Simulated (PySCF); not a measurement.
Can point charges reproduce the dipole moment of `O=C(O)CCC([SiH3])([SiH3])[SiH3]`?

Coordinates (GFN2-xTB, Å) and charges (e) from the PBE0/pcSseg-1 density (PySCF):

```tsv
atom	x	y	z	Mulliken	IAO	Hirshfeld	ESP-fitted
O1	3.410	0.540	-1.448	-0.4004	-0.4652	-0.2774	-0.5368
C2	2.916	-0.014	-0.504	+0.4124	+0.5386	+0.2185	+0.6648
O3	3.557	-0.141	0.667	-0.3649	-0.4854	-0.1730	-0.5939
C4	1.527	-0.589	-0.448	-0.1864	-0.3058	-0.0744	-0.2170
C5	0.571	0.523	0.010	-0.1971	-0.2374	-0.0656	-0.0838
C6	-0.904	0.110	0.094	-1.1097	-0.7348	-0.2167	-0.3136
Si7	-1.859	1.655	0.700	+0.4948	+0.5817	+0.3001	+0.2636
Si8	-1.581	-0.390	-1.621	+0.4780	+0.5663	+0.2964	+0.3143
Si9	-1.156	-1.300	1.358	+0.4751	+0.5659	+0.2954	+0.3278
H10	4.431	0.277	0.623	+0.2433	+0.3727	+0.1880	+0.4351
H11	1.506	-1.417	0.260	+0.1622	+0.1554	+0.0445	+0.1113
H12	1.246	-0.934	-1.442	+0.1661	+0.1595	+0.0496	+0.1020
H13	0.911	0.870	0.991	+0.1501	+0.1366	+0.0350	+0.0858
H14	0.681	1.361	-0.686	+0.1547	+0.1403	+0.0382	+0.0926
H15	-1.341	2.068	2.009	-0.0588	-0.1111	-0.0739	-0.0685
H16	-3.287	1.365	0.814	-0.0513	-0.1097	-0.0729	-0.0585
H17	-1.657	2.761	-0.241	-0.0558	-0.1096	-0.0728	-0.0656
H18	-1.197	0.625	-2.605	-0.0455	-0.1074	-0.0712	-0.0677
H19	-3.040	-0.487	-1.563	-0.0524	-0.1079	-0.0733	-0.0756
H20	-1.062	-1.692	-2.055	-0.0574	-0.1129	-0.0744	-0.0792
H21	-0.462	-0.960	2.604	-0.0491	-0.1095	-0.0731	-0.0722
H22	-2.584	-1.474	1.627	-0.0513	-0.1074	-0.0729	-0.0785
H23	-0.630	-2.578	0.865	-0.0567	-0.1129	-0.0746	-0.0862
```

**Question.** Compute μ = Σ q r for each scheme (1 e·Å = 4.803 D) and compare with the dipole of the full density.

**Answer.** The full density gives (-0.07, -0.36, 1.45) D, 1.50 D in size; dipole vectors point from the negative to the positive end.

| scheme | μx | μy | μz | size (D) | share of the full size (%) | angle to the full dipole (°) |
| --- | --- | --- | --- | --- | --- | --- |
| Mulliken | -2.42 | -1.10 | 1.11 | 2.88 | 192 | 60 |
| IAO | -1.64 | -0.56 | 1.54 | 2.31 | 154 | 43 |
| Hirshfeld | -0.54 | -0.42 | 1.32 | 1.48 | 99 | 19 |
| ESP-fitted | -0.12 | -0.37 | 1.46 | 1.52 | 101 | 2 |

**Question.** Which set comes closest?

**Answer.** Length of the difference vector: ESP-fitted 0.05 D, Hirshfeld 0.49 D, IAO 1.58 D, Mulliken 2.48 D. Closest: ESP-fitted. ESP charges are fitted to the potential around the molecule, whose slowest-falling term is the dipole's. 

**Question.** What is left for the Hirshfeld atoms' own dipoles?

**Answer.** The Hirshfeld atoms' densities add up to the full density, so μ = Σ q r + Σ (atomic dipoles). The atomic dipoles sum to (-0.07, -0.36, 1.45) − (-0.54, -0.42, 1.32) = (0.47, 0.06, 0.13) D, 0.49 D in size.

**Question.** With the origin at the mean of the coordinates, (0.000, 0.008, 0.000) Å, which are the largest single terms, by size, of the Mulliken dipole along the direction of the full one?

**Answer.** Si9 +3.84, O1 +3.27, Si8 -3.22, C2 -1.24, H12 -0.99 D; all 23 atoms together +1.45 D. The single terms depend on the origin, their sum doesn't.

**Question.** Give the size of the full dipole in other units.

**Answer.** 1.50 D = 0.590 au = 0.312 e·Å = 5.00 × 10⁻³⁰ C·m.

Geometry: GFN2-xTB, one conformer, isolated molecule.

These values come from a run that also computed NMR shieldings. Hardware: an Arm Neoverse N1 with one thread (shared host). Cost: 1.8 min, 1.1 GiB resident at most.

Shape of the structure used: `[O:1]=[C:2]([OH:3])[CH2:4][CH2:5][C:6]([SiH3:7])([SiH3:8])[SiH3:9]`: O1–C2–C4–C5 -88°, C2–C4–C5–C6 179°, C4–C5–C6–Si7 179°, H–O3–C2–O1 1°.
